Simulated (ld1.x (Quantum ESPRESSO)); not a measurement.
# Mn, TM: configuration errors across variants

* Element: manganese
* Generator: ld1.x (Quantum ESPRESSO) 7.5
* Type: norm-conserving Troullier–Martins (Kleinman–Bylander form)
* Functional: PBEsol
* Relativity: non-relativistic
* Frozen core: [Ar]
* Valence charge: 7
* Reference configuration: 3d5 4s1.5 4p0.5
* Partial waves: 4s (bound): rc 2.65 bohr; 4p (bound): rc 3.35 bohr; 3d (bound): rc 1.40 bohr; 4f channel at 0.45 Ry: rc 2.85 bohr
* Local potential: all-electron potential smoothed inside 1.10 bohr (lloc = -1)
* Core correction: a·sin(br)/r model core inside 1.10 bohr

All-electron excitation energies from the reference (eV): (1) 3d5 4s2 4p0 -1.862; (2) 3d5 4s1 4p0 6.458; (3) 3d5 4s0 4p0 21.786; (4) 3d5.5 4s1.5 4p0 -2.491; (5) 3d5 4s1 4p1 1.912.

Tests that are not counted but printed errors over 1 eV. “base”: 3d5 4s0 4p2 (solver errors, printed error -377 eV); 3d4 4s2 4p1 (solver errors, printed error -3.0 eV). “local potential all-electron potential smoothed inside 1.84 bohr (lloc = -1)”: 3d5.5 4s1.5 4p0 (solver errors, printed error -402 eV); 3d4 4s2 4p1 (solver errors, printed error -308 eV).

A true bound ghost makes a file unfit for plane-wave use even where its test errors are small: the radial tests pick states by their node count and pass the ghost by. Where a test does run into it, the solver fails or the error is huge.

Errors AE − PS in meV (a dash: test not solved or not reliable):

```csv
change,(1),(2),(3),(4),(5),bound ghosts
base,-0.3,-3.7,-39,-34,-0.5,"s, p"
local potential all-electron potential smoothed inside 1.84 bohr (lloc = -1),+0.3,+2.4,-40,–,+0.1,s
local potential all-electron potential smoothed inside 2.42 bohr (lloc = -1),-0.3,-3.3,-40,-47,-0.2,none
local potential all-electron potential smoothed inside 2.96 bohr (lloc = -1),-0.4,-3.9,-42,-60,-0.3,none
local potential all-electron potential smoothed inside 3.44 bohr (lloc = -1),-0.5,-5.1,-44,-71,-0.4,none
local potential all-electron potential smoothed inside 3.74 bohr (lloc = -1),-0.7,-6.8,-47,-82,-0.6,none
```

Problem. Give the same row for: local potential all-electron potential smoothed inside 1.46 bohr (lloc = -1).

Solution. -0.4, -4.5, -40, -39, -0.3; bound ghosts: s.
